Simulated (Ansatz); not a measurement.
Abridged output of a molecular run in Ansatz:

```
Functional definition: HF
964 factors; integrals over basis functions are off by at most 1.2e-3 eV
mean field evaluation 1: about -11507.3062 eV, gradient 3.0e1 eV
mean field evaluation 2: about -11507.3104 eV, gradient 3.0e1 eV
mean field evaluation 4: about -11509.9057 eV, gradient 3.0e0 eV
mean field evaluation 8: about -11509.9410 eV, gradient 1.9e-4 eV
mean field -11509.94098279 eV, -422.9825293993 hartree, gradient 1.1e-6 eV, S^2 0.000000; 0 other end points of the search recorded, 0 dependent functions left out
8 core orbitals not correlated: weight in the atoms' cores, before any rotation towards them, 1.000 or more for the frozen orbitals, at most 0.000 for the correlated occupied ones
reference -11509.94098279 eV, -422.9825293993 hartree; 12, 12 occupied and 75, 75 virtual orbitals, 964 factors
second order -14.67923720 eV of doubles, -0.00000000 eV of singles
cycle   1  -15.51385463 eV  change   -8.3e-1 eV  update   9.2e-2
cycle   2  -15.97397446 eV  change   -4.6e-1 eV  update   2.9e-2
cycle   3  -16.06688108 eV  change   -9.3e-2 eV  update   1.3e-2
cycle   4  -16.06367620 eV  change    3.2e-3 eV  update   3.8e-3
cycle   5  -16.06296867 eV  change    7.1e-4 eV  update   1.3e-3
cycle   6  -16.06286258 eV  change    1.1e-4 eV  update   4.2e-4
cycle   7  -16.06271129 eV  change    1.5e-4 eV  update   1.1e-4
cycle   8  -16.06271236 eV  change   -1.1e-6 eV  update   4.6e-5
cycle   9  -16.06271584 eV  change   -3.5e-6 eV  update   1.7e-5
perturbative correction -0.51396674 eV, -0.0188879293 hartree
Total energy: -11526.51766536 eV, -423.5917112478 hartree
```

Its atoms:

Cartesian coordinates in Å:
```
N 0.602 1.442 1.572
C 0.544 0.496 0.585
C -0.560 0.030 -0.020
Si -0.486 -1.313 -1.270
H -0.218 2.002 1.733
H 1.475 1.915 1.723
H 1.518 0.082 0.332
H -1.520 0.465 0.257
H -1.251 -2.525 -0.859
H 0.940 -1.701 -1.465
H -1.045 -0.894 -2.588
```

(1) Which basis set was used?
A. def2-QZVPP
B. cc-pV(T+d)Z
C. def2-SVP
D. def2-SVPD

(2) Write the keys of the input that set method, charge and spin (a neutral closed shell needs none for the last two).

Answers

(1) C. It gives 95 functions.

(2) 
```yaml
correlation: {method: ccsd_t}
```
